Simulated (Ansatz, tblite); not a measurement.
Forces on ZrHF₃ at its PBE0-D4/def2-TZVP geometry. Total charge 0; singlet.

In the def2 sets Zr takes a core potential; there is no spin–orbit coupling. The xTB rows come from tblite.

GFN1-xTB (tblite), largest force 1.18 eV/Å:

```xyz
5
positions Å, forces eV/Å
Zr   -0.039    0.009    0.001   -0.438    0.105    0.012
H     1.755   -0.421   -0.048   -0.281    0.067    0.008
F    -0.240    1.631   -0.948    0.028   -1.011    0.608
F    -0.509    0.194    1.822    0.199   -0.093   -1.160
F    -0.967   -1.413   -0.827    0.491    0.932    0.532
```

GFN2-xTB (tblite), largest force 0.94 eV/Å:

```
Zr 0.909 -0.218 -0.025
H -0.478 0.115 0.013
F -0.229 -0.352 0.253
F -0.160 0.020 -0.463
F -0.042 0.435 0.222
```

r2SCAN-D4/def2-TZVP (Ansatz), largest force 0.18 eV/Å:

```
Zr 0.112 -0.027 -0.003
H 0.067 -0.016 -0.002
F -0.029 0.152 -0.087
F -0.054 0.019 0.167
F -0.096 -0.128 -0.076
```
